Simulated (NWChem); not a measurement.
Program: NWChem. System: CdTe, charge 0, spin multiplicity 1, at a geometry optimised with B3LYP/def2-SVP with def2 effective core potentials on Cd, Te. The structure started from a generated list of species. Level: CIS/def2-SVPD with def2 effective core potentials on Cd, Te.

Output (cleaned and shortened):

```
             Northwest Computational Chemistry Package (NWChem) 7.3.0
             --------------------------------------------------------

                                NWChem Input Module
                                -------------------

 Scaling coordinates for geometry "geometry" by  1.889725989
 (inverse scale =  0.529177249)

 Turning off AUTOSYM since
 SYMMETRY directive was detected!

                             Geometry "geometry" -> ""
                             -------------------------

 Output coordinates in angstroms (scale by  1.889725989 to convert to a.u.)

  No.       Tag          Charge          X              Y              Z
 ---- ---------------- ---------- -------------- -------------- --------------
    1 Cd                  48.0000     0.00000000     0.00000000     1.34753300
    2 Te                  52.0000     0.00000000     0.00000000    -1.24387600

 Effective nuclear repulsion energy (a.u.)     509.6943066506

            Nuclear Dipole moment (a.u.)
            ----------------------------
        X                 Y               Z
 ---------------- ---------------- ----------------
     0.0000000000     0.0000000000     0.0000604712

      Symmetry information
      --------------------

 Group name             C2v
 Group number             16
 Group order               4
 No. of unique centers     2

      Symmetry unique atoms

     1    2


 Summary of "ao basis" -> "" (spherical)
 ------------------------------------------------------------------------------
       Tag                 Description            Shells   Functions and Types
 ---------------- ------------------------------  ------  ---------------------
 *                         def2-svpd                  on all atoms

 Summary of "ao basis" -> "ao basis" (spherical)
 ------------------------------------------------------------------------------
       Tag                 Description            Shells   Functions and Types
 ---------------- ------------------------------  ------  ---------------------
 Cd                        def2-svpd                12       34   5s4p2d1f
 Te                        def2-svpd                13       35   5s5p3d

 Summary of "ao basis" -> "ao basis" (spherical)
 ------------------------------------------------------------------------------
       Tag                 Description            Shells   Functions and Types
 ---------------- ------------------------------  ------  ---------------------
 Cd                        def2-svpd                12       34   5s4p2d1f
 Te                        def2-svpd                13       35   5s5p3d

      Symmetry analysis of basis
      --------------------------

        a1         31
        a2          6
        b1         16
        b2         16

            General Information
            -------------------
          SCF calculation type: DFT
          Wavefunction type:  closed shell.
          No. of atoms     :     2
          No. of electrons :    44
           Alpha electrons :    22
            Beta electrons :    22
          Charge           :     0
          Spin multiplicity:     1
          Use of symmetry is: off; symmetry adaption is: on
          Maximum number of iterations: 100
          AO basis - number of functions:    69
                     number of shells:    25
          Convergence on energy requested:  1.00D-06
          Convergence on density requested:  1.00D-05
          Convergence on gradient requested:  5.00D-04

              XC Information
              --------------
                     Hartree-Fock (Exact) Exchange  1.000

          Convergence Information
          -----------------------
          Convergence aids based upon iterative change in
          total energy or number of iterations.
          Levelshifting, if invoked, occurs when the
          HOMO/LUMO gap drops below (HL_TOL):  1.00D-02
          DIIS, if invoked, will attempt to extrapolate
          using up to (NFOCK): 10 stored Fock matrices.

                    Damping( 0%)  Levelshifting(0.5)       DIIS
                  --------------- ------------------- ---------------
          dE  on:    start            ASAP                start
[...]
  ----------------------------------------------------------------------------
  Root   1 singlet b1             0.029514519 a.u.                0.8031 eV
  ----------------------------------------------------------------------------
     Transition Moments    X -0.38227   Y  0.00000   Z -0.00000
     Transition Moments   XX  0.00000  XY -0.00000  XZ  0.28176
     Transition Moments   YY  0.00000  YZ -0.00000  ZZ -0.00000
     Dipole Oscillator Strength                    0.0028752639
     Electric Quadrupole                           0.0000000000
     Magnetic Dipole                               0.0000000443
     Total Oscillator Strength                     0.0028753083

          sigma_e =   2.4410 Angstrom
          sigma_h =   1.6903 Angstrom
         |d_h->e| =   1.6832 Angstrom
            d_exc =   3.4078 Angstrom
            d_CD1 =   2.4340 Angstrom
            d_CD2 =  -0.3824 Angstrom
            d_CD3 =   5.0910 Angstrom
     Pearson C.C. =   0.0043

     Occ.   22  b1  ---  Virt.   23  a1       0.97205
     Occ.   22  b1  ---  Virt.   26  a1       0.08876
     Occ.   22  b1  ---  Virt.   29  a1       0.08836
     Occ.   22  b1  ---  Virt.   30  a1      -0.17612
     Occ.   22  b1  ---  Virt.   39  a1      -0.06847
  ----------------------------------------------------------------------------
  Root   2 singlet b2             0.029514519 a.u.                0.8031 eV
  ----------------------------------------------------------------------------
     Transition Moments    X -0.00000   Y -0.38227   Z  0.00000
     Transition Moments   XX  0.00000  XY -0.00000  XZ  0.00000
     Transition Moments   YY  0.00000  YZ  0.28176  ZZ -0.00000
     Dipole Oscillator Strength                    0.0028752639
     Electric Quadrupole                           0.0000000000
     Magnetic Dipole                               0.0000000443
     Total Oscillator Strength                     0.0028753083

          sigma_e =   2.4410 Angstrom
          sigma_h =   1.6903 Angstrom
         |d_h->e| =   1.6832 Angstrom
            d_exc =   3.4078 Angstrom
            d_CD1 =   2.4340 Angstrom
            d_CD2 =  -0.3824 Angstrom
            d_CD3 =   5.0910 Angstrom
     Pearson C.C. =   0.0043

     Occ.   21  b2  ---  Virt.   23  a1       0.97205
     Occ.   21  b2  ---  Virt.   26  a1       0.08876
     Occ.   21  b2  ---  Virt.   29  a1       0.08836
     Occ.   21  b2  ---  Virt.   30  a1      -0.17612
     Occ.   21  b2  ---  Virt.   39  a1      -0.06847
  ----------------------------------------------------------------------------
  Root   3 singlet a1             0.129495898 a.u.                3.5238 eV
  ----------------------------------------------------------------------------
     Transition Moments    X  0.00000   Y -0.00000   Z -1.56776
     Transition Moments   XX  0.64069  XY  0.00000  XZ -0.00000
     Transition Moments   YY  0.64064  YZ -0.00000  ZZ -3.66640
     Dipole Oscillator Strength                    0.2121893940
     Electric Quadrupole                           0.0000000715
     Magnetic Dipole                               0.0000000000
     Total Oscillator Strength                     0.2121894655

          sigma_e =   2.4872 Angstrom
          sigma_h =   1.9864 Angstrom
         |d_h->e| =   1.2009 Angstrom
            d_exc =   3.3877 Angstrom
            d_CD1 =   1.7017 Angstrom
            d_CD2 =  -1.0359 Angstrom
            d_CD3 =   4.5886 Angstrom
     Pearson C.C. =   0.0099

     Occ.   20  a1  ---  Virt.   23  a1       0.82519
     Occ.   20  a1  ---  Virt.   30  a1      -0.08621
     Occ.   21  b2  ---  Virt.   25  b2      -0.37308
     Occ.   21  b2  ---  Virt.   27  b2      -0.05924
     Occ.   21  b2  ---  Virt.   34  b2       0.07800
     Occ.   22  b1  ---  Virt.   24  b1      -0.37308
     Occ.   22  b1  ---  Virt.   28  b1      -0.05925
     Occ.   22  b1  ---  Virt.   33  b1       0.07799
  ----------------------------------------------------------------------------
  Root   4 singlet a2             0.156800985 a.u.                4.2668 eV
  ----------------------------------------------------------------------------
     Transition Moments    X  0.00000   Y -0.00000   Z  0.00000
     Transition Moments   XX  0.00000  XY  0.00000  XZ  0.00000
     Transition Moments   YY -0.00000  YZ -0.00000  ZZ -0.00000
     Dipole Oscillator Strength                    0.0000000000
     Electric Quadrupole                           0.0000000000
     Magnetic Dipole                               0.0000000000
     Total Oscillator Strength                     0.0000000000

          sigma_e =   2.5194 Angstrom
          sigma_h =   1.6907 Angstrom
         |d_h->e| =   2.0847 Angstrom
            d_exc =   3.6804 Angstrom
            d_CD1 =   2.9134 Angstrom
            d_CD2 =  -0.0203 Angstrom
            d_CD3 =   5.7652 Angstrom
     Pearson C.C. =   0.0008

     Occ.   21  b2  ---  Virt.   24  b1      -0.68948
     Occ.   21  b2  ---  Virt.   33  b1       0.14681
     Occ.   22  b1  ---  Virt.   25  b2       0.68948
     Occ.   22  b1  ---  Virt.   34  b2      -0.14681
  ----------------------------------------------------------------------------
  Root   5 singlet a1             0.157686964 a.u.                4.2909 eV
  ----------------------------------------------------------------------------
     Transition Moments    X  0.00000   Y  0.00000   Z -0.00004
     Transition Moments   XX  1.14432  XY -0.00000  XZ -0.00000
     Transition Moments   YY -1.14476  YZ  0.00000  ZZ  0.00042
     Dipole Oscillator Strength                    0.0000000002
     Electric Quadrupole                           0.0000000274
     Magnetic Dipole                               0.0000000000
     Total Oscillator Strength                     0.0000000275

          sigma_e =   2.5284 Angstrom
          sigma_h =   1.6909 Angstrom
         |d_h->e| =   2.0942 Angstrom
            d_exc =   3.6878 Angstrom
            d_CD1 =   2.9316 Angstrom
            d_CD2 =  -0.0155 Angstrom
            d_CD3 =   5.7819 Angstrom
     Pearson C.C. =   0.0044

     Occ.   21  b2  ---  Virt.   25  b2       0.69062
     Occ.   21  b2  ---  Virt.   34  b2      -0.14342
     Occ.   22  b1  ---  Virt.   24  b1      -0.69061
     Occ.   22  b1  ---  Virt.   33  b1       0.14340
  ----------------------------------------------------------------------------
  Root   6 singlet a2             0.157686966 a.u.                4.2909 eV
  ----------------------------------------------------------------------------
     Transition Moments    X  0.00000   Y -0.00000   Z  0.00000
     Transition Moments   XX -0.00000  XY -1.14482  XZ -0.00000
     Transition Moments   YY  0.00000  YZ -0.00000  ZZ -0.00000
     Dipole Oscillator Strength                    0.0000000000
     Electric Quadrupole                           0.0000000274
     Magnetic Dipole                               0.0000000000
     Total Oscillator Strength                     0.0000000274

          sigma_e =   2.5284 Angstrom
          sigma_h =   1.6909 Angstrom
         |d_h->e| =   2.0941 Angstrom
            d_exc =   3.6878 Angstrom
            d_CD1 =   2.9316 Angstrom
            d_CD2 =  -0.0156 Angstrom
            d_CD3 =   5.7819 Angstrom
     Pearson C.C. =   0.0044

     Occ.   21  b2  ---  Virt.   24  b1       0.69061
     Occ.   21  b2  ---  Virt.   33  b1      -0.14341
     Occ.   22  b1  ---  Virt.   25  b2       0.69061
     Occ.   22  b1  ---  Virt.   34  b2      -0.14341

              Target root =      1
          Target symmetry = none
      Ground state energy =   -433.823148024445
        Excitation energy =      0.029514518826
     Excited state energy =   -433.793633505619

  stored tddft:energy   -433.79363350561937

 Task  times  cpu:       50.5s     wall:       50.5s

 Total times  cpu:       50.6s     wall:       50.6s
```

**Question.** Write an NWChem input that would produce this output.

**Answer.** This is not unique; one that fits is 
```
start mol
memory heap 200 mb stack 900 mb global 1100 mb
geometry units angstroms nocenter noautoz
  Cd     0.000000     0.000000     1.347533
  Te     0.000000     0.000000    -1.243876
  symmetry group C2v
end
basis spherical
  * library def2-svpd
end
ecp
  Cd library def2-ecp
  Te library def2-ecp
end
dft
  xc hfexch
  semidirect memsize 60000000 filesize 0
  iterations 100
end
tddft
  cis
  nroots 6
  notriplet
  thresh 1e-4
end
task tddft energy
```
